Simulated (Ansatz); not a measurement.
(CuH)n off (charge +1): gap (eV) at several levels, gas phase, relaxed structures; Ansatz. Clusters are the lowest isomers that short searches found in that spin, judged at the geometry's level. HOMO and LUMO are taken over both spins. Singlets are spin-restricted. The structures are stationary points that may keep the symmetry of their start.

```json
{"species": "Cu2H⁺", "state": "singlet", "geometry": "PBE-D4/def2-TZVP", "PBE-D4/def2-SVP": "2.83", "PBE-D4/def2-TZVP": "3.06", "r2SCAN-D4/def2-TZVP": "3.54", "PBE0-D4/def2-SVP": "5.60", "PBE0-D4/def2-TZVP": "5.73", "r2SCAN0-D4/def2-TZVP": "6.07"}
{"species": "Cu3H2⁺", "state": "singlet", "geometry": "B3LYP-D4/def2-TZVP", "PBE-D4/def2-SVP": "2.64", "PBE-D4/def2-TZVP": "2.82", "r2SCAN-D4/def2-TZVP": "3.19", "PBE0-D4/def2-SVP": "5.26", "PBE0-D4/def2-TZVP": "5.34", "r2SCAN0-D4/def2-TZVP": "5.59"}
```

Q: Estimate the rows for Cu3H3⁺ (doublet, r2SCAN-D4/def2-SVP geometry).

A: 
```json
{"species": "Cu3H3⁺", "state": "doublet", "geometry": "r2SCAN-D4/def2-SVP", "PBE-D4/def2-SVP": "0.45", "PBE-D4/def2-TZVP": "0.46", "r2SCAN-D4/def2-TZVP": "0.76", "PBE0-D4/def2-SVP": "2.62", "PBE0-D4/def2-TZVP": "2.67", "r2SCAN0-D4/def2-TZVP": "2.93"}
```

Over the 3 species that have every level, the mean is 1.97 at PBE-D4/def2-SVP, 2.12 at PBE-D4/def2-TZVP, 2.50 at r2SCAN-D4/def2-TZVP, 4.49 at PBE0-D4/def2-SVP, 4.58 at PBE0-D4/def2-TZVP, 4.86 at r2SCAN0-D4/def2-TZVP. Orbital gaps grow with the share of exact exchange and aren't one observable across functionals.
